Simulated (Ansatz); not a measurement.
Cost and result for the atomization energy of `[F][Zn][CH2]BCl` (8 atoms, 7 bonds).

The species carries charge 0 and has multiplicity 1. For Zn the d shell is correlated and the shells below it are frozen. Scalar relativity is left out up to krypton. The structure was optimised at the PBE0-D4/def2-TZVP level. It is one conformer, not always the lowest. Program: Ansatz. All runs use 4 threads of an Arm Neoverse V1 on a shared host. Times are those of one run each, without the atoms' runs, and a repeat can differ threefold. Electronic energies, without spin–orbit coupling; frozen cores. CCSD(T)/CBS adds CCSD(T) − MP2 in def2-TZVPP to the MP2 limit, and its time is that of the two runs behind it. T1 = 0.015. With those shells the extrapolation isn't a true limit. B3LYP takes the VWN-RPA correlation (the form of Gaussian; ORCA's B3LYP/G).

CCSD(T)/CBS is a level of theory with its own doubt, some kJ/mol a heavy atom from the limit and from the frozen cores, so smaller differences don't rank the functionals.

| level | functions | wall time |
| --- | --- | --- |
| PBE-D4/def2-TZVPP (with forces) | 241 | 2.8 s |
| PBE0-D4/def2-TZVPP | 241 | 4 s |
| r2SCAN-D4/def2-TZVPP (with forces) | 241 | 6 s |
| B3LYP-D4/def2-TZVPP (with forces) | 241 | 6.5 s |
| B2PLYP/def2-TZVPP | 241 | 7 s |
| ωB97X-V/def2-TZVPP | 241 | 8.5 s |
| ωB97M-V/def2-TZVPP (with forces) | 241 | 13 s |
| MP2/def2-QZVPP | 431 | 21 s |
| CCSD(T)/def2-TZVPP | 241 | 3.4 min |
| CCSD(T)/CBS(def2) | – | 3.8 min |

What atomization energy does each give, and how far from CCSD(T)/CBS? (Best estimate.)

The calculation gave: 
| level | atomization (kcal/mol) | difference from CCSD(T)/CBS | per bond |
| --- | --- | --- | --- |
| PBE-D4/def2-TZVPP (with forces) | 666.1 | 16.1 | 2.3 |
| PBE0-D4/def2-TZVPP | 655.3 | 5.3 | 0.7 |
| r2SCAN-D4/def2-TZVPP (with forces) | 660.7 | 10.7 | 1.5 |
| B3LYP-D4/def2-TZVPP (with forces) | 644.9 | -5.1 | -0.7 |
| B2PLYP/def2-TZVPP | 643.5 | -6.5 | -0.9 |
| ωB97X-V/def2-TZVPP | 654.4 | 4.4 | 0.6 |
| ωB97M-V/def2-TZVPP (with forces) | 653.6 | 3.6 | 0.5 |
| MP2/def2-QZVPP | 667.7 | 17.7 | 2.5 |
| CCSD(T)/def2-TZVPP | 633.6 | -16.4 | -2.3 |
| CCSD(T)/CBS(def2) | 650.0 | 0.0 | 0.0 |

In def2-TZVPP, CCSD(T) changes the Hartree–Fock value by +144.2 kcal/mol (the triples alone add +10.7 kcal/mol) and MP2 by +168.0 kcal/mol; breaking electron pairs costs correlation energy, which Hartree–Fock lacks. From PBE to PBE0 (25 % exact exchange), in def2-TZVPP and without D4, the atomization energy moves by −10.2 kcal/mol: exact exchange takes away binding that semilocal exchange gives to molecules. The D4 term adds +6.4 kcal/mol with B3LYP and +3.3 kcal/mol with PBE0; it sums over pairs of atoms, weighted by their polarisabilities, and B3LYP, whose exchange is more repulsive, gets the larger term.
